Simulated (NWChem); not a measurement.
Everything below was run with NWChem. System: DMF (C₃H₇NO), charge 0, spin multiplicity 1, at a geometry optimised with B3LYP/def2-SVP. Level: B3LYP/def2-TZVP, VWN1-RPA local correlation.

The NWChem input:

```
start mol
memory heap 200 mb stack 900 mb global 1100 mb
geometry units angstroms nocenter noautoz
  C     -1.745195     0.237552     0.000000
  N     -0.301468     0.175717     0.000000
  C      0.435605     1.423713     0.000000
  C      0.369636    -1.015919     0.000000
  O      1.575199    -1.151060     0.000000
  H     -2.161584    -0.780696     0.000000
  H     -2.126993     0.766156     0.892513
  H     -2.126993     0.766156    -0.892513
  H      1.507351     1.187537     0.000000
  H      0.195495     2.026039    -0.894276
  H      0.195495     2.026039     0.894276
  H     -0.334361    -1.884838     0.000000
  symmetry group Cs
end
basis spherical
  * library def2-tzvp
end
dft
  xc b3lyp
  semidirect memsize 60000000 filesize 0
  iterations 100
end
task dft energy
```

Output (cleaned and shortened):

```
             Northwest Computational Chemistry Package (NWChem) 7.3.0
             --------------------------------------------------------

                                NWChem Input Module
                                -------------------

 Scaling coordinates for geometry "geometry" by  1.889725989
 (inverse scale =  0.529177249)

 Turning off AUTOSYM since
 SYMMETRY directive was detected!

                             Geometry "geometry" -> ""
                             -------------------------

 Output coordinates in angstroms (scale by  1.889725989 to convert to a.u.)

  No.       Tag          Charge          X              Y              Z
 ---- ---------------- ---------- -------------- -------------- --------------
    1 C                    6.0000    -1.74519500     0.23755200     0.00000000
    2 N                    7.0000    -0.30146800     0.17571700     0.00000000
    3 C                    6.0000     0.43560500     1.42371300     0.00000000
    4 C                    6.0000     0.36963600    -1.01591900     0.00000000
    5 O                    8.0000     1.57519900    -1.15106000     0.00000000
    6 H                    1.0000    -2.16158400    -0.78069600     0.00000000
    7 H                    1.0000    -2.12699300     0.76615600     0.89251300
    8 H                    1.0000    -2.12699300     0.76615600    -0.89251300
    9 H                    1.0000     1.50735100     1.18753700     0.00000000
   10 H                    1.0000     0.19549500     2.02603900    -0.89427600
   11 H                    1.0000     0.19549500     2.02603900     0.89427600
   12 H                    1.0000    -0.33436100    -1.88483800     0.00000000

 Effective nuclear repulsion energy (a.u.)     181.2276470633

            Nuclear Dipole moment (a.u.)
            ----------------------------
        X                 Y               Z
 ---------------- ---------------- ----------------
     0.0000037795     0.0000151178     0.0000000000

      Symmetry information
      --------------------

 Group name             Cs
 Group number              2
 Group order               2
 No. of unique centers    10

      Symmetry unique atoms

     1    2    3    4    5    6    7    9   10   12


 Summary of "ao basis" -> "" (spherical)
 ------------------------------------------------------------------------------
       Tag                 Description            Shells   Functions and Types
 ---------------- ------------------------------  ------  ---------------------
 *                         def2-tzvp                  on all atoms

                                 NWChem DFT Module
                                 -----------------

 Summary of "ao basis" -> "ao basis" (spherical)
 ------------------------------------------------------------------------------
       Tag                 Description            Shells   Functions and Types
 ---------------- ------------------------------  ------  ---------------------
 C                         def2-tzvp                11       31   5s3p2d1f
 N                         def2-tzvp                11       31   5s3p2d1f
 O                         def2-tzvp                11       31   5s3p2d1f
 H                         def2-tzvp                 4        6   3s1p

 Summary of "ao basis" -> "ao basis" (spherical)
 ------------------------------------------------------------------------------
       Tag                 Description            Shells   Functions and Types
 ---------------- ------------------------------  ------  ---------------------
 C                         def2-tzvp                11       31   5s3p2d1f
 N                         def2-tzvp                11       31   5s3p2d1f
 O                         def2-tzvp                11       31   5s3p2d1f
 H                         def2-tzvp                 4        6   3s1p

      Symmetry analysis of basis
      --------------------------

        a'        132
        a"         65

            General Information
            -------------------
          SCF calculation type: DFT
          Wavefunction type:  closed shell.
          No. of atoms     :    12
          No. of electrons :    40
           Alpha electrons :    20
            Beta electrons :    20
          Charge           :     0
          Spin multiplicity:     1
          Use of symmetry is: on ; symmetry adaption is: on
          Maximum number of iterations: 100
          AO basis - number of functions:   197
                     number of shells:    83
          Convergence on energy requested:  1.00D-06
          Convergence on density requested:  1.00D-05
          Convergence on gradient requested:  5.00D-04

              XC Information
              --------------
                         B3LYP Method XC Potential
                     Hartree-Fock (Exact) Exchange  0.200
                        Slater Exchange Functional  0.800 local
                    Becke 1988 Exchange Functional  0.720 non-local
              Lee-Yang-Parr Correlation Functional  0.810
                  VWN I RPA Correlation Functional  0.190 local

             Grid Information
             ----------------
          Grid used for XC integration:  medium
          Radial quadrature: Mura-Knowles
          Angular quadrature: Lebedev.
          Tag              B.-S. Rad. Rad. Pts. Rad. Cut. Ang. Pts.
          ---              ---------- --------- --------- ---------
          C                   0.70       49          10.0       434
          N                   0.65       49           8.0       434
          O                   0.60       49          11.0       434
[...]
          H                   0.35       45          11.0       434
          Grid pruning is: on
          Number of quadrature shells:   470
          Spatial weights used:  Erf1

          Convergence Information
          -----------------------
          Convergence aids based upon iterative change in
          total energy or number of iterations.
          Levelshifting, if invoked, occurs when the
          HOMO/LUMO gap drops below (HL_TOL):  1.00D-02
          DIIS, if invoked, will attempt to extrapolate
          using up to (NFOCK): 10 stored Fock matrices.

                    Damping( 0%)  Levelshifting(0.5)       DIIS
                  --------------- ------------------- ---------------
          dE  on:    start            ASAP                start
          dE off:    2 iters        100 iters           100 iters

      Screening Tolerance Information
      -------------------------------
          Density screening/tol_rho:  1.00D-10
          AO Gaussian exp screening on grid/accAOfunc:  14
          CD Gaussian exp screening on grid/accCDfunc:  20
          XC Gaussian exp screening on grid/accXCfunc:  20
          Schwarz screening/accCoul:  1.00D-08

      Superposition of Atomic Density Guess
      -------------------------------------

 Sum of atomic energies:        -245.60850807

      Non-variational initial energy
      ------------------------------

 Total energy =    -248.602592
 1-e energy   =    -690.954580
 2-e energy   =     261.124341
 HOMO         =      -0.377896
 LUMO         =      -0.290618

      Symmetry analysis of molecular orbitals - initial
      -------------------------------------------------

  Numbering of irreducible representations:

     1 a'          2 a"

  Orbital symmetries:

     1 a'          2 a'          3 a'          4 a'          5 a'
     6 a'          7 a'          8 a'          9 a'         10 a'
    11 a'         12 a'         13 a"         14 a"         15 a'
    16 a'         17 a"         18 a'         19 a'         20 a'
    21 a"         22 a"         23 a'         24 a'         25 a'
    26 a'         27 a'         28 a"         29 a"         30 a'

------------------------------------------------------------
EAF file 0: "./mol.aoints.0" size=524288 bytes
------------------------------------------------------------
               write      read    awrite     aread      wait
               -----      ----    ------     -----      ----
     calls:        1         0         0         0         0
   data(b): 5.24e+05  0.00e+00  0.00e+00  0.00e+00
   time(s): 0.00e+00  0.00e+00  0.00e+00  0.00e+00  0.00e+00
rate(mb/s): 0.00e+00  0.00e+00
------------------------------------------------------------

   convergence    iter        energy       DeltaE   RMS-Dens  Diis-err    time
 ---------------- ----- ----------------- --------- --------- ---------  ------
 d= 0,ls=0.0,diis     1   -245.2497247840 -4.26D+02  6.94D+00  1.55D+01     7.5
 d= 0,ls=0.0,diis     2   -247.0695923325 -1.82D+00  1.10D-02  1.60D+01    10.1
 d= 0,ls=0.0,diis     3   -248.0324174707 -9.63D-01  7.73D-03  5.88D+00    12.6
 d= 0,ls=0.0,diis     4   -248.5493770790 -5.17D-01  3.86D-03  6.73D-01    15.1
 d= 0,ls=0.0,diis     5   -248.6092875453 -5.99D-02  9.94D-04  5.66D-02    17.6
  Resetting Diis
 d= 0,ls=0.0,diis     6   -248.6151901214 -5.90D-03  1.81D-04  5.80D-03    20.1
 d= 0,ls=0.0,diis     7   -248.6157276844 -5.38D-04  1.17D-04  4.24D-04    22.7
 d= 0,ls=0.0,diis     8   -248.6156601432  6.75D-05  7.36D-05  1.06D-03    25.2
 d= 0,ls=0.0,diis     9   -248.6157676526 -1.08D-04  1.31D-05  3.13D-05    27.7
 d= 0,ls=0.0,diis    10   -248.6157705945 -2.94D-06  4.24D-06  1.96D-06    30.2
 d= 0,ls=0.0,diis    11   -248.6157707633 -1.69D-07  1.59D-06  1.28D-07    32.7

         Total DFT energy =     -248.615770763287
      One electron energy =     -695.281528464039
           Coulomb energy =      299.857423065989
    Exchange-Corr. energy =      -34.419312428568
 Nuclear repulsion energy =      181.227647063330

 Numeric. integr. density =       39.999998933878

     Total iterative time =     31.9s

                  Occupations of the irreducible representations
                  ----------------------------------------------

                     irrep           alpha         beta
                     --------     --------     --------
                     a'               16.0         16.0
                     a"                4.0          4.0

                       DFT Final Molecular Orbital Analysis
                       ------------------------------------

 Vector   18  Occ=2.000000D+00  E=-3.854404D-01  Symmetry=a"
              MO Center=  7.3D-01, -5.3D-01, -2.9D-15, r^2= 2.7D+00
   Bfn.  Coefficient  Atom+Function         Bfn.  Coefficient  Atom+Function
  ----- ------------  ---------------      ----- ------------  ---------------
   132      0.303049   5 O  pz              101      0.259940   4 C  pz
   135      0.247932   5 O  pz              104      0.209938   4 C  pz
   138      0.138728   5 O  pz               70     -0.127350   3 C  pz
   107      0.105838   4 C  pz              181      0.092736  10 H  s
   187     -0.092736  11 H  s                73     -0.090732   3 C  pz

 Vector   19  Occ=2.000000D+00  E=-2.656555D-01  Symmetry=a'
              MO Center=  1.1D+00, -1.1D+00,  1.3D-16, r^2= 1.6D+00
   Bfn.  Coefficient  Atom+Function         Bfn.  Coefficient  Atom+Function
  ----- ------------  ---------------      ----- ------------  ---------------
   131      0.431492   5 O  py              134      0.351444   5 O  py
   137      0.262397   5 O  py               36     -0.229800   2 N  s
   194      0.190553  12 H  s               193      0.157138  12 H  s
    38      0.110524   2 N  py              106      0.103378   4 C  py
    35     -0.099084   2 N  s               192      0.093650  12 H  s

 Vector   20  Occ=2.000000D+00  E=-2.547497D-01  Symmetry=a"
              MO Center=  9.2D-02, -1.5D-03, -7.9D-16, r^2= 2.9D+00
   Bfn.  Coefficient  Atom+Function         Bfn.  Coefficient  Atom+Function
  ----- ------------  ---------------      ----- ------------  ---------------
    39      0.350208   2 N  pz               42      0.301459   2 N  pz
    45      0.264776   2 N  pz              132     -0.261919   5 O  pz
   135     -0.211840   5 O  pz              138     -0.174228   5 O  pz
   164     -0.120077   7 H  s               170      0.120077   8 H  s
   163     -0.100514   7 H  s               169      0.100514   8 H  s

 Vector   21  Occ=0.000000D+00  E= 1.084901D-02  Symmetry=a"
              MO Center=  3.7D-01, -7.7D-01,  1.2D-16, r^2= 2.9D+00
   Bfn.  Coefficient  Atom+Function         Bfn.  Coefficient  Atom+Function
  ----- ------------  ---------------      ----- ------------  ---------------
   107      0.611956   4 C  pz              138     -0.392978   5 O  pz
   182     -0.385185  10 H  s               188      0.385185  11 H  s
   104      0.354967   4 C  pz              101      0.348022   4 C  pz
    45     -0.339510   2 N  pz              132     -0.269683   5 O  pz
    76     -0.263299   3 C  pz              135     -0.202489   5 O  pz

 Vector   22  Occ=0.000000D+00  E= 2.389422D-02  Symmetry=a'
              MO Center= -1.3D+00,  9.4D-01,  5.4D-16, r^2= 7.1D+00
   Bfn.  Coefficient  Atom+Function         Bfn.  Coefficient  Atom+Function
  ----- ------------  ---------------      ----- ------------  ---------------
     5      3.160175   1 C  s                67      2.446836   3 C  s
   164     -1.460970   7 H  s               170     -1.460970   8 H  s
   182     -1.167682  10 H  s               188     -1.167682  11 H  s
   158     -1.104609   6 H  s                98     -0.545690   4 C  s
   176     -0.532759   9 H  s               106     -0.468494   4 C  py

 Vector   23  Occ=0.000000D+00  E= 6.036942D-02  Symmetry=a'
              MO Center= -1.1D+00, -3.5D-01, -1.7D-16, r^2= 8.0D+00
   Bfn.  Coefficient  Atom+Function         Bfn.  Coefficient  Atom+Function
  ----- ------------  ---------------      ----- ------------  ---------------
     5      2.658120   1 C  s                67     -2.629948   3 C  s
   158     -1.775233   6 H  s                98      1.381272   4 C  s
   194     -1.363042  12 H  s               182      1.344001  10 H  s
   188      1.344001  11 H  s                36     -1.033748   2 N  s
   176      0.552643   9 H  s                13     -0.524916   1 C  py

------------------------------------------------------------
EAF file 0: "./mol.aoints.0" size=524288 bytes
------------------------------------------------------------
               write      read    awrite     aread      wait
               -----      ----    ------     -----      ----
     calls:        1        10         0         0         0
   data(b): 5.24e+05  5.24e+06  0.00e+00  0.00e+00
   time(s): 0.00e+00  0.00e+00  0.00e+00  0.00e+00  0.00e+00
rate(mb/s): 0.00e+00  0.00e+00
------------------------------------------------------------

 center of mass
 --------------
 x =   0.12428747 y =  -0.10522689 z =   0.00000000

 moments of inertia (a.u.)
 ------------------
         275.238143857452         106.634966095539           0.000000000000
         106.634966095539         359.371537396473           0.000000000000
           0.000000000000           0.000000000000         611.629166230929

     Multipole analysis of the density
     ---------------------------------

     L   x y z        total         alpha         beta         nuclear
     -   - - -        -----         -----         ----         -------
     0   0 0 0     -0.000000    -20.000000    -20.000000     40.000000

     1   1 0 0     -1.380461     -0.690232     -0.690232      0.000004
     1   0 1 0      0.724889      0.362437      0.362437      0.000015
     1   0 0 1      0.000000      0.000000      0.000000      0.000000

     2   2 0 0    -25.728884   -114.460702   -114.460702    203.192520
     2   1 1 0      3.244264     27.074490     27.074490    -50.904715
     2   1 0 1      0.000000      0.000000      0.000000      0.000000
     2   0 2 0    -23.029618    -90.907670    -90.907670    158.785723
     2   0 1 1      0.000000      0.000000      0.000000      0.000000
     2   0 0 2    -23.327219    -17.364132    -17.364132     11.401044

 Task  times  cpu:       32.7s     wall:       32.7s

 Total times  cpu:       32.7s     wall:       32.7s
```
